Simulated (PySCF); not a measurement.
## Dipole moment and polarisability of `C=CN(C)[SiH](P)P`

C3H11NP2Si.
Geometry (GFN2-xTB, Å), atoms numbered from 1 in this order:
```
atom  x, y, z in Å
C1    -2.5816    0.9891    0.5338
C2    -1.2637    0.9290    0.3992
N3    -0.5214   -0.1193   -0.1097
C4    -1.2422   -1.3065   -0.5001
Si5    1.1550    0.0638   -0.5025
P6     2.0818   -1.9889   -0.3823
P7     1.9519    1.6025    0.9353
H8    -3.0390    1.8599    0.9656
H9    -3.2458    0.2023    0.2269
H10   -0.6475    1.7623    0.7190
H11   -1.8426   -1.6728    0.3353
H12   -0.5304   -2.0793   -0.7877
H13   -1.9029   -1.1059   -1.3476
H14    1.3217    0.4680   -1.9190
H15    1.8634   -2.1502    0.9744
H16    3.3688   -1.5317   -0.1777
H17    3.2723    1.4211    0.5643
H18    1.7936    2.6628    0.0610
```

Level: B3LYP/def2-SVPD (PySCF), static field, nuclei fixed, core orbitals frozen in the response. The polarisability tensor in these axes (au):

```
x   149.33  -8.04  -2.31
y    -8.04 136.89  14.12
z    -2.31  14.12 104.37
```

**Question.** Give the principal values, the mean and the anisotropy Δα = √{½[(α1 − α2)² + (α2 − α3)² + (α1 − α3)²]}.

**Answer.** Principal values 99.08, 136.67 and 154.83 au; mean 130.20 au = 19.29 Å³ = 21.47 × 10⁻⁴⁰ C²·m²/J; Δα = 49.25 au (38 % of the mean).

**Question.** What is the dipole moment, and where does it point?

**Answer.** (0.73, -0.29, -0.41) D, 0.89 D in size, pointing from the negative to the positive side. Measured along this direction, the outermost atoms are H8 at the negative end and H16 at the positive end.

**Question.** Directions of the eigenvectors, and the extent of the frame along each?

**Answer.** Largest value along (0.84, -0.52, -0.18), where the nuclei span 7.32 Å; middle along (0.55, 0.78, 0.30), 5.39 Å; least along (-0.01, -0.35, 0.94), 3.62 Å. The response follows the extents in order.

**Question.** What would n − 1 = 2πNα be for an ideal gas of these molecules at 400 K and 1 atm, electronic part alone?

**Answer.** N = p/kT = 1.8347 × 10¹⁹ cm⁻³, so n − 1 = 2π × N × 19.29 × 10⁻²⁴ cm³ = 2224 × 10⁻⁶ at long wavelengths, for an ideal gas.

**Question.** In a dilute gas of rigid molecules at 298 K, how does the orientational term μ²/3kT compare with the electronic polarisability?

**Answer.** In Gaussian units μ²/3kT = 6.37 Å³ against 19.29 Å³, a ratio of 0.33; the Debye molar polarisation (4π/3)N_A(α + μ²/3kT) is 64.7 cm³/mol, leaving out the vibrational part.

**Question.** What are the principal values of the traceless quadrupole moment, Θ = ½Σq(3rr − r²1), about the centre of nuclear charge?

**Answer.** -6.36, -0.26, 6.62 D·Å. The values depend on the origin, since the dipole doesn't vanish. The electronic extent ⟨r²⟩ about the same centre is 1652 bohr², a root-mean-square distance of 2.40 Å for the 80 electrons.

Geometry: GFN2-xTB, one conformer, isolated molecule.
